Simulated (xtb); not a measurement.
copper atom (Cu), doublet (GFN-xTB shapes and energies of metal compounds can be far from the true ones); GFN2-xTB (xtb).

The xtb input:
```
$ xtb mol.xyz --gfn 2 --uhf 1 --etemp 10000 --json

# file mol.xyz
1

Cu     0.00000000     0.00000000     0.00000000
```

What does xtb print? Leave out banner, timings and long lists.


```
   ID    Z sym.   atoms
    1   29 Cu     1

           -------------------------------------------------
          |                Calculation Setup                |
           -------------------------------------------------

           -------------------------------------------------
          |                 G F N 2 - x T B                 |
           -------------------------------------------------

          ...................................................
          :                      SETUP                      :
          :.................................................:
          :  # basis functions                  10          :
          :  # atomic orbitals                   9          :
          :  # shells                            3          :
          :  # electrons                        11          :
          :  max. iterations                   250          :
          :  Hamiltonian                  GFN2-xTB          :
          :  restarted?                      false          :
          :  GBSA solvation                  false          :
          :  PC potential                    false          :
          :  electronic temp.        10000.0000000     K    :
          :  accuracy                    1.0000000          :
          :  -> integral cutoff          0.2500000E+02      :
          :  -> integral neglect         0.1000000E-07      :
          :  -> SCF convergence          0.1000000E-05 Eh   :
          :  -> wf. convergence          0.1000000E-03 e    :
          :  Broyden damping             0.4000000          :
          :  net charge                          0          :
          :  unpaired electrons                  1          :
          ...................................................

 iter      E             dE          RMSdq      gap      omega  full diag
   1     -3.7838681 -0.378387E+01  0.513E+00    4.66       4.7  T
   2     -3.7838694 -0.137473E-05  0.411E+00    4.66       4.7  T
   3     -3.7838729 -0.346402E-05  0.317E+00    4.67       4.7  T
   4     -3.7838772 -0.434185E-05  0.235E+00    4.68       4.7  T
   5     -3.7838813 -0.409906E-05  0.166E+00    4.70       4.7  T
   6     -3.7838845 -0.315872E-05  0.110E+00    4.72       4.7  T
   7     -3.7838865 -0.202755E-05  0.679E-01    4.73       4.7  T
   8     -3.7838876 -0.108069E-05  0.383E-01    4.74       4.7  T
   9     -3.7838881 -0.469632E-06  0.193E-01    4.75       4.8  T
  10     -3.7838882 -0.160955E-06  0.841E-02    4.76       4.8  T
  11     -3.7838883 -0.412550E-07  0.304E-02    4.76       4.8  T
  12     -3.7838883 -0.726067E-08  0.850E-03    4.76       4.8  T
  13     -3.7838883 -0.757174E-09  0.161E-03    4.76       4.8  T
  14     -3.7838883 -0.343023E-10  0.235E-04    4.76       4.8  T
  15     -3.7838883 -0.788258E-12  0.357E-05    4.76       4.8  T

   *** convergence criteria satisfied after 15 iterations ***

         :::::::::::::::::::::::::::::::::::::::::::::::::::::
         ::                     SUMMARY                     ::
         :::::::::::::::::::::::::::::::::::::::::::::::::::::
         :: total energy              -3.783888295901 Eh    ::
         :: gradient norm              0.000000000000 Eh/a0 ::
         :: HOMO-LUMO gap              4.763569530070 eV    ::
         ::.................................................::
         :: SCC energy                -3.783888295901 Eh    ::
         :: -> isotropic ES           -0.000138941177 Eh    ::
         :: -> anisotropic ES          0.000000000000 Eh    ::
         :: -> anisotropic XC         -0.000000000000 Eh    ::
         :: -> dispersion              0.000000000000 Eh    ::
         :: repulsion energy           0.000000000000 Eh    ::
         :: add. restraining           0.000000000000 Eh    ::
         :: total charge               0.000000000008 e     ::
         :::::::::::::::::::::::::::::::::::::::::::::::::::::

           -------------------------------------------------
          |                Property Printout                |
           -------------------------------------------------

    * Orbital Energies and Occupations

         #    Occupation            Energy/Eh            Energy/eV
      -------------------------------------------------------------
         1        1.9162           -0.4073615             -11.0849
         2        1.9162           -0.4073615             -11.0849
         3        1.9162           -0.4073615             -11.0849
         4        1.9162           -0.4073615             -11.0849
         5        1.9162           -0.4073615             -11.0849
         6        1.2954           -0.3145853              -8.5603 (HOMO)
         7        0.0412           -0.1395273              -3.7967 (LUMO)
         8        0.0412           -0.1395273              -3.7967
         9        0.0412           -0.1395273              -3.7967
      -------------------------------------------------------------
                  HL-Gap            0.1750580 Eh            4.7636 eV
             Fermi-level           -0.2853232 Eh           -7.7640 eV

     #   Z          covCN         q      C6AA      α(0)
     1  29 Cu       0.000     0.000   346.279    51.703

 Mol. C6AA /au·bohr⁶  :        346.278934
 Mol. C8AA /au·bohr⁸  :      28370.970465
 Mol. α(0) /au        :         51.703086

Wiberg/Mayer (AO) data.
largest (>0.10) Wiberg bond orders for each atom

 ---------------------------------------------------------------------------
     #   Z sym  total        # sym  WBO       # sym  WBO       # sym  WBO
 ---------------------------------------------------------------------------
     1  29 Cu   0.000
 ---------------------------------------------------------------------------

molecular dipole:
                 x           y           z       tot (Debye)
 q only:        0.000       0.000       0.000
   full:        0.000       0.000       0.000       0.000
molecular quadrupole (traceless):
                xx          xy          yy          xz          yz          zz
 q only:        0.000       0.000       0.000       0.000       0.000       0.000
  q+dip:        0.000       0.000       0.000       0.000       0.000       0.000
   full:        0.000      -0.000       0.000      -0.000      -0.000       0.000

           -------------------------------------------------
          | TOTAL ENERGY               -3.783888295901 Eh   |
          | GRADIENT NORM               0.000000000000 Eh/α |
          | HOMO-LUMO GAP               4.763569530070 eV   |
           -------------------------------------------------

normal termination of xtb
```
